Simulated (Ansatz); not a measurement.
Results of the Gaussian-basis code of Ansatz.

A structure relaxed at PBE0-D4/def2-TZVP, charge 0, multiplicity 2:

Cartesian coordinates in Å:
```
B -0.373 -1.713 0.245
N -0.107 -0.422 0.016
Ge 0.286 1.341 -0.207
H 0.388 -2.380 0.906
H -1.372 -2.220 -0.207
H -0.980 2.154 0.098
H 0.757 1.574 -1.648
H 1.401 1.666 0.797
```

(1) Give its formula and SMILES.

(2) Summarise the bond lengths by kind.

Answers

(1) BGeH5N, `B[N][GeH3]`.

(2) 1 × B–N 1.338 Å; 2 × B–H 1.208 Å; 1 × Ge–N 1.820 Å; 3 × Ge–H 1.534 to 1.536 Å.
